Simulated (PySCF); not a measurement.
Excitation energy of Be⁺ by level of theory

Be⁺ [He] 2s1 (2S) → Be⁺ [He] 2p1 (2P), as a difference of total energies. All numbers are calculated (PySCF 2.14, the spin-free X2C one-electron Hamiltonian (Gaussian nucleus), in x2c-QZVPPall). Correlated levels: valence and next inner shell: nothing frozen. The calculations carry no spin-orbit coupling.

```
                                method  excitation energy (eV)
                                   UHF                   3.991
                                   LDA                   3.498
                                   PBE                   3.450
                                  PBE0                   3.591
                                r2SCAN                   3.526
                                  PW91                   3.459
                                 HSE06                   3.574
                             BHandHLYP                   3.712
                               r2SCANh                   3.575
                                  ROHF                   3.991
    MP2 (valence and next inner shell)                   3.966
SCS-MP2 (valence and next inner shell)                   3.976
```

**Question.** How much does correlation contribute at MP2 (valence and next inner shell)?

**Answer.** 3.966 − (3.991) = -0.025 eV, measured against UHF.

Errors of the correlated levels include the incompleteness of this basis.

The basis was made for the ground configuration and has no added diffuse functions, so the excitation energy can come out too high.

For comparison: 3.959 eV (measured; NIST levels, between the centres of gravity of the two terms).
